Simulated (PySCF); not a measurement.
[TcS4]- (charge -1 and singlet state).
Geometry (PBE0-D3(BJ)/def2-SVP, Å), atoms numbered from 1 in this order:
```
atom  x, y, z in Å
Tc1   -0.0019    0.0003    0.0018
S2    -0.0004   -0.0227    2.1247
S3     1.9979    0.0103   -0.7027
S4    -1.0020    1.7392   -0.6926
S5    -0.9937   -1.7271   -0.7311
```

Method used: PBE0-D3(BJ)/def2-SVP geometry optimisation, gas phase, def2 core potentials past Kr (PySCF 2.14.0).

Which atoms are bound to Tc1, and at what distances?

4 atoms: S3 2.120 Å, S5 2.122 Å, S4 2.123 Å, S2 2.123 Å.

List the angles at Tc1.

| angle | degrees | distance of the outer atoms (Å) |
| --- | --- | --- |
| S2–Tc1–S5 | 109.7 | 3.47 |
| S2–Tc1–S4 | 109.7 | 3.47 |
| S4–Tc1–S5 | 109.5 | 3.47 |
| S3–Tc1–S4 | 109.4 | 3.46 |
| S2–Tc1–S3 | 109.4 | 3.46 |
| S3–Tc1–S5 | 109.3 | 3.46 |

What is the shape at Tc1?

Tetrahedral: angles from 109.3° to 109.7°; τ4 = (360° − α − β)/141° = 1.00 with α and β the two widest (0 for a square, 1 for a tetrahedron). Differences among atoms that Td makes equivalent are scatter left by the optimiser.

What are the rotational constants (commonest isotopes, rigid rotor)?

A = 1319, B = 1317, C = 1313 MHz: a spherical top.

Point group: Td (tolerance 0.08 Å). Charge -1, singlet. No PBE0-D3(BJ)/def2-SVP frequencies stand behind this structure, so it isn't proved a minimum.
